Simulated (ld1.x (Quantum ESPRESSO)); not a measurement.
## Transferability test, PAW potential for Be

Be, PAW, made with ld1.x (Quantum ESPRESSO) 7.5 (revPBE, scalar-relativistic). Core none, reference 1s2 2s0 2p0 (charge +2). Waves: 1s (bound): rcut 0.65, rcutus 0.70 bohr; 2s (bound, empty): rcut 0.65, rcutus 0.70 bohr; 2p (bound, empty): rcut 2.30, rcutus 2.80 bohr; 2p channel at -0.3 Ry: rcut 2.30, rcutus 2.80 bohr. Local part: all-electron potential smoothed inside 2.45 bohr (lloc = -1). Core correction: none. Augmentation charge: BESSEL, radius 0.65 bohr.

Energies are relative to the spin-unpolarised reference configuration 1s2 2s0 2p0; without spin polarisation the order of configurations can differ from experiment. Not all tests gave a result: test run stopped at test 7 of 7 (negative rho), 2 before it not solved. Left out of the table: 1s2 2s1 2p1 (pseudo-atom not self-consistent, printed error -34.5 eV); 1s2 2s0 2p2 (solver errors, printed error -11.7 eV).

```
valence configuration  charge  ΔE all-electron (eV)  error AE − PS (meV)
          1s2 2s2 2p0       0               -27.531                  -17
        1s2 2s1.5 2p0    +0.5               -23.767                  -11
```

Question: What are ΔE and the potential's error for 1s2 2s0 2p1?

Answer: ΔE = -14.023 eV all-electron; the error (AE − PS) is +1.1 meV.

Question: What are ΔE and the potential's error for 1s2 2s1 2p0?

Answer: ΔE = -17.974 eV all-electron; the error (AE − PS) is -5.4 meV.

Levels in the configuration 1s2 2s1.5 2p0:

```
level  all-electron (eV)  pseudo (eV)
   1s           -111.735     -111.674
   2s             -9.507       -9.494
```
